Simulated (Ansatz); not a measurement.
`C[Si](O)(F)[SiH3]` + H–F → `O[Si](F)(F)[SiH3]` + CH₄ at 700 K and 1 bar (ligand exchange at the Si–C bond).

Computed with Ansatz on PBE0-D4/def2-TZVP structures; ΔE is electronic, products minus reactants. CCSD(T)/CBS adds triple-zeta CCSD(T) − MP2 to the extrapolated MP2 energy (def2 sets, frozen cores). This one scheme is used for every species. One conformer a species, not always the lowest.

```csv
species,CCSD(T)/CBS energy (Eh),H − E (kJ/mol),S (J/(mol·K))
`C[Si](O)(F)[SiH3]`,-795.51911,302.5,521.5
H–F,-100.39570,45.2,198.5
`O[Si](F)(F)[SiH3]`,-855.51273,200.0,480.8
CH₄,-40.46206,145.9,224.0
```

H − E and S are ideal-gas, rigid-rotor, harmonic terms from PBE0-D4/def2-TZVP, for one conformer and one mirror image of each species. 1 Eh = 2625.50 kJ/mol, R = 8.31446 J/(mol·K).

By hand: ΔE, ΔH, ΔS and ΔG.

ΔE = (-855.51273) + (-40.46206) − (-795.51911) − (-100.39570) = -0.05998 Eh = -157.5 kJ/mol. Δ(H − E) = 200.0 + 145.9 − 302.5 − 45.2 = -1.8, so ΔH = -159.3 kJ/mol. ΔS = 480.8 + 224.0 − 521.5 − 198.5 = -15.2 J/(mol·K). ΔG = -159.3 − 700 × (-15.2)/1000 = -148.7 kJ/mol.

By hand: the equilibrium constant, and the temperature at which ΔG would vanish if ΔH and ΔS stayed fixed.

log₁₀ K = −ΔG/(RT ln 10) = 11.1. ΔG = 0 at ΔH/ΔS = 10480 K, far beyond where these terms or the molecules hold.

ΔH outweighs TΔS. A doubt of 5 kJ/mol in ΔE shifts log₁₀ K by 0.4 here. Other conformers and mirror images would add mixing entropy, several J/(mol·K) or more a flexible species. These are equilibria of isolated gas molecules and say nothing of rates. Largest T1 diagnostic: 0.013 (customary marks: 0.02 for closed shells, 0.045 for open ones).
